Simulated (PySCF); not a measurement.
# What a mistake does to a calculation on BClGeH4Si

Calculated results; nothing here was measured. The program is PySCF 2.14.0, an open-source quantum chemistry code, run on an isolated molecule that a program drew, which may never have been made. The molecule is BClGeH4Si (charge 0, singlet), drawn as the SMILES string `ClB[SiH2][GeH]`.

Each row is a Hartree-Fock (HF) and frozen-core CCSD(T) single point in the cc-pV(D+d)Z basis, meant for a local HF minimum. Run 1 is clean. Each other run has one planted mistake out of seven kinds, and not every kind appears here: one electron removed, one electron added, multiplicity raised by two, geometry at a saddle point, minimal basis STO-3G, one bond length entered in bohr, all coordinates scaled. The reference is restricted for singlets and unrestricted otherwise, and also for a bond in bohr. Adding or removing an electron swaps singlet and doublet. Electrons count all cores. HOMO and LUMO are orbital energies over both spins, the gradient is its largest component, and the lowest frequency (negative if imaginary) is given only where the gradient is small. Bond lengths are over the 7 bonds as drawn. T1 is the CCSD diagnostic: over 0.02 (restricted) or 0.045 (unrestricted) a single reference is doubtful. Germanium has the cc-pVDZ-PP basis, with a core potential (ECP10MDF) in place of its 10 inner electrons, and its 3s, 3p and 3d shells are frozen in CCSD(T).

Geometry of the clean run:
```xyz
8
BClGeH4Si, angstrom
Cl   -2.5274    1.9623   -0.4361
B    -1.5811    0.4655   -0.4859
Si    0.4208    0.5314   -0.8117
Ge    0.8632    0.6436   -3.2651
H    -2.2114   -0.5453   -0.3954
H     1.0670   -0.7288   -0.3484
H     1.0531    1.6705   -0.1010
H    -0.2210   -0.4748   -3.5617
```

| run | electrons | basis functions | <S^2> | HOMO (eV) | LUMO (eV) | gradient (hartree/bohr) | lowest frequency (cm^-1) | mean bond (Å) | longest bond (Å) | T1 | HF (hartree) | CCSD(T) (hartree) | mistake |
|---|---|---|---|---|---|---|---|---|---|---|---|---|---|
| 1 | 72 | 103 | 0.000 | -8.56 | -0.19 | 2.6e-05 | 29 | 1.7215 | 2.495 | 0.0174 | -1068.82300 | -1069.29427 | no fault |
| 2 | 72 | 103 | 0.000 | -8.52 | -0.14 | 2.1e-02 | - | 1.6751 | 2.428 | 0.0174 | -1068.81795 | -1069.28878 | all coordinates scaled |
| 3 | 71 | 103 | 0.784 | -15.30 | -6.74 | 3.9e-02 | - | 1.7215 | 2.495 | 0.0234 | -1068.54309 | -1068.98867 | one electron removed |
| 4 | 73 | 103 | 0.762 | -1.86 | 5.62 | 2.1e-02 | - | 1.7215 | 2.495 | 0.0223 | -1068.85922 | -1069.34328 | ? |

**Which mistake was planted in run 4, and what did it cost?**

It counts 73 electrons, one more than the clean run, at the same geometry and basis. So the mistake is: one electron added. Subtracting run 1 and multiplying by 627.51 kcal/mol a hartree, the energy moved by -22.7 kcal/mol in HF and -30.8 kcal/mol in CCSD(T).

